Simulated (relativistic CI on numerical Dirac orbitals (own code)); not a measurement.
How well does a small relativistic CI reproduce Ca⁺?

Computed by Dirac-Coulomb-Breit CI, orbitals from a KLI potential per configuration, QED by a radiative potential, valence Slater integrals scaled by 0.85, P86 correlation energy added to each configuration (own radial code, finite nucleus).

CI space (outside the closed core [Ar]): 4s, 3d, 4p, 5s, 4d, 5p, 4f, 6s, 5d, 6p, 5f, 5g, 7s, 6d, 7p, 7d. Levels of other configurations are missing.

```tsv
Configuration	Term (tabulated)	J	Measured (cm⁻¹)	Computed	Error	Purity (%)
4s	2S	1/2	0.0	0	0	100
3d	2D	3/2	13650.2	13713	63	100
3d	2D	5/2	13710.9	13736	25	100
4p	2P°	1/2	25191.5	24016	-1175	100
4p	2P°	3/2	25414.4	24207	-1207	100
5s	2S	1/2	52166.9	50597	-1570	100
4d	2D	3/2	56839.3	55223	-1616	100
4d	2D	5/2	56858.5	55236	-1622	100
5p	2P°	1/2	60533.0	59057	-1476	100
5p	2P°	3/2	60611.3	59124	-1487	100
4f	2F°	5/2	68056.9	68003	-54	100
4f	2F°	7/2	68056.9	68003	-54	100
6s	2S	1/2	70677.6	69043	-1635	100
```

Measured levels from NIST Handbook of Basic Atomic Spectroscopic Data (Sansonetti and Martin, J. Phys. Chem. Ref. Data 34, 1559 (2005)); pairs were made by configuration, J and term (by order where the table uses no LS term), so strongly mixed levels may be paired wrongly.

Mean error by configuration (cm⁻¹): 3d 44; 4p -1191; 5s -1570; 4d -1619; 5p -1482; 4f -54; 6s -1635. Over the excited levels the mean absolute error is 999 cm⁻¹ (12 of the 12 excited levels that our extract of the source holds in range could be paired), and the median relative error of those above 1,000 cm⁻¹ is 2.4 %.

Transition probabilities of persistent lines. The last column rescales the computed rate by the cube of measured over computed energy:

| λ measured (Å) | Lower | Upper | A tabulated (s⁻¹) | A computed | A rescaled |
| --- | --- | --- | --- | --- | --- |
| 3179.33 air | 4p 2P°_3/2 | 4d 2D_5/2 | 3.60e+08 | 3.26e+08 | 3.39e+08 |
| 3706.03 air | 4p 2P°_1/2 | 5s 2S_1/2 | 8.80e+07 | 7.91e+07 | 8.26e+07 |
| 3736.90 air | 4p 2P°_3/2 | 5s 2S_1/2 | 1.70e+08 | 1.58e+08 | 1.65e+08 |
| 3933.66 air | 4s 2S_1/2 | 4p 2P°_3/2 | 1.35e+08 | 1.45e+08 | 1.68e+08 |
| 3968.47 air | 4s 2S_1/2 | 4p 2P°_1/2 | 1.32e+08 | 1.42e+08 | 1.64e+08 |
